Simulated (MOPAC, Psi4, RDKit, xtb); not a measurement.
Two geometries of SMILES [SiH2](N)CC#C (C3H7NSi), relaxed at B3LYP-D3(BJ)/def2-SVP with one dihedral held; other torsions can differ between them too.

Structure A

```
12

C     -0.7357    -1.7834    -2.5905
C     -0.8213    -1.4276    -1.4336
C     -0.8251    -0.9896    -0.0475
Si     0.9734    -0.7603     0.5682
N      1.9284     0.2829    -0.4241
H     -0.6905    -2.1062    -3.6128
H     -1.3671    -0.0330     0.0571
H     -1.3377    -1.7248     0.5987
H      0.9316    -0.1574     1.9320
H      1.5745    -2.1232     0.6106
H      1.9595     1.2796    -0.2382
H      2.0305     0.0879    -1.4157
```

Structure B

```
12

C     -2.1301     1.4399    -0.0849
C     -1.5772     0.3614    -0.1442
C     -0.8325    -0.8873    -0.1806
Si     0.9069    -0.6186     0.5614
N      1.7313     0.6671    -0.2323
H     -2.6453     2.3801    -0.0387
H     -1.3567    -1.6750     0.3894
H     -0.7265    -1.2467    -1.2190
H      0.6975    -0.3839     2.0218
H      1.7303    -1.8476     0.3674
H      2.6107     0.5471    -0.7179
H      1.3443     1.5989    -0.3272
```

Problem. Which is lower in energy at the level DF-MP2 (frozen core)/cc-pVTZ // B3LYP-D3(BJ)/def2-SVP (Psi4), and by how much?

Solution. A is lower, by 1.42 kJ/mol (dihedral C3–Si4–N5–H11: 90° in A, -120° in B).

E(B) − E(A) in kJ/mol at the other levels, on the same two geometries: MMFF94 // B3LYP-D3(BJ)/def2-SVP (RDKit) 9.82; B3LYP/def2-TZVP // B3LYP-D3(BJ)/def2-SVP (Psi4) 0.79; B3LYP-D3(BJ)/def2-TZVP // B3LYP-D3(BJ)/def2-SVP (Psi4) 0.68; PBE/def2-TZVP // B3LYP-D3(BJ)/def2-SVP (Psi4) 1.46; PBE-D3(BJ)/def2-TZVP // B3LYP-D3(BJ)/def2-SVP (Psi4) 1.41; HF/cc-pVTZ // B3LYP-D3(BJ)/def2-SVP (Psi4) 0.68; UFF // B3LYP-D3(BJ)/def2-SVP (RDKit) 13.90; PM6, restricted, heats of formation // B3LYP-D3(BJ)/def2-SVP (MOPAC) -4.31; PM7, restricted, heats of formation // B3LYP-D3(BJ)/def2-SVP (MOPAC) 4.33; GFN1-xTB // B3LYP-D3(BJ)/def2-SVP (xtb) -4.94.
